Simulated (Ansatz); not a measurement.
Calculation: B3LYP-D3(BJ)/def2-TZVP (Ansatz, a quantum-chemistry and plane-wave program). No frequencies were computed at this level.

Ansatz 0.2 input:
```yaml
crystal:
  periodic: [false, false, false]
  atoms:
    - { symbol: F, position_ang: [1.562314, -0.622421, 0.288509] }
    - { symbol: Ga, position_ang: [-0.010537, 0.079946, 0.111781] }
    - { symbol: F, position_ang: [-1.35435, -0.987867, 0.334186] }
    - { symbol: H, position_ang: [-0.197427, 1.530344, -0.216066] }
basis:
  gaussian: { orbitals: def2-tzvp }
hamiltonian:
  xc: b3lyp
  dispersion: d3bj
relax:
  max_steps: 150
```

Output:

```
Functional definition: B3LYP
759 factors; their error is unknown
mean field evaluation 1: about -57828.8855 eV, gradient 6.1e1 eV
mean field evaluation 2: about -57810.1174 eV, gradient 1.3e2 eV
mean field evaluation 4: about -57833.8646 eV, gradient 4.2e0 eV
mean field evaluation 8: about -57833.8843 eV, gradient 3.2e-2 eV
mean field evaluation 16: about -57834.0488 eV, gradient 8.7e-6 eV
mean field -57834.04879521 eV, -2125.3620918976 hartree, gradient 8.7e-6 eV, S^2 0.000000; 0 other end points of the search recorded, 0 dependent functions left out
reference -57834.04898702 eV, -2125.3620989468 hartree; 25, 25 occupied and 91, 91 virtual orbitals, 759 factors
relax step   1: F+E_penalty+E_count = -57834.11244627 eV  Δ(F+E_penalty+E_count) = +0.000e0 eV  max|allowed force component| = 6.803e-1 eV/Å  Δτ_max = 0.0000 Å  (25 SCF iters, accepted)
these checks for a lower state are left out or cut short: starts, cluster_reference, orbital_swaps, neighbouring_geometries, increment
759 factors; their error is unknown
mean field -57834.07682159 eV, -2125.3631218482 hartree, gradient 7.3e-6 eV, S^2 0.000000; 0 other end points of the search recorded, 0 dependent functions left out
reference -57834.07701339 eV, -2125.3631288969 hartree; 25, 25 occupied and 91, 91 virtual orbitals, 759 factors
relax step   2: F+E_penalty+E_count = -57834.14027579 eV  Δ(F+E_penalty+E_count) = -2.783e-2 eV  max|allowed force component| = 2.567e-1 eV/Å  Δτ_max = 0.0376 Å  (28 SCF iters, accepted)
these checks for a lower state are left out or cut short: starts, cluster_reference, orbital_swaps, neighbouring_geometries, increment
759 factors; their error is unknown
mean field -57834.08260872 eV, -2125.3633345213 hartree, gradient 7.2e-6 eV, S^2 0.000000; 0 other end points of the search recorded, 0 dependent functions left out
reference -57834.08280046 eV, -2125.3633415677 hartree; 25, 25 occupied and 91, 91 virtual orbitals, 759 factors
relax step   3: F+E_penalty+E_count = -57834.14596979 eV  Δ(F+E_penalty+E_count) = -5.694e-3 eV  max|allowed force component| = 3.818e-2 eV/Å  Δτ_max = 0.0229 Å  (28 SCF iters, accepted)
these checks for a lower state are left out or cut short: starts, cluster_reference, orbital_swaps, neighbouring_geometries, increment
759 factors; their error is unknown
mean field evaluation 32: about -57833.9170 eV, gradient 4.4e-4 eV
mean field -57834.08277072 eV, -2125.3633404746 hartree, gradient 2.4e-5 eV, S^2 0.000000; 0 other end points of the search recorded, 0 dependent functions left out
reference -57834.08296242 eV, -2125.3633475196 hartree; 25, 25 occupied and 91, 91 virtual orbitals, 759 factors
relax step   4: F+E_penalty+E_count = -57834.14616259 eV  Δ(F+E_penalty+E_count) = -1.928e-4 eV  max|allowed force component| = 5.132e-3 eV/Å  Δτ_max = 0.0049 Å  (27 SCF iters, accepted)
759 factors; their error is unknown
mean field -57834.08277072 eV, -2125.3633404746 hartree, gradient 2.3e-5 eV, S^2 0.000000; 1 other end points of the search recorded, 0 dependent functions left out
reference -57834.08296242 eV, -2125.3633475196 hartree; 25, 25 occupied and 91, 91 virtual orbitals, 759 factors
Total energy: -57834.14635430 eV, -2125.3656771281 hartree
Atom 0 at     1.547646    -0.665814     0.298167 Å, force     0.000806     0.000353     0.000083 eV/Å
Atom 1 at    -0.013274     0.102908     0.106437 Å, force     0.000656    -0.005132     0.000661 eV/Å
Atom 2 at    -1.329419    -1.026617     0.343295 Å, force    -0.000846     0.000190     0.000099 eV/Å
Atom 3 at    -0.204952     1.589525    -0.229490 Å, force    -0.000616     0.004589    -0.000843 eV/Å
Dipole moment:    -0.067339     0.522188    -0.117840 e Å
```

Cost: about 11 core-seconds (a rough figure).
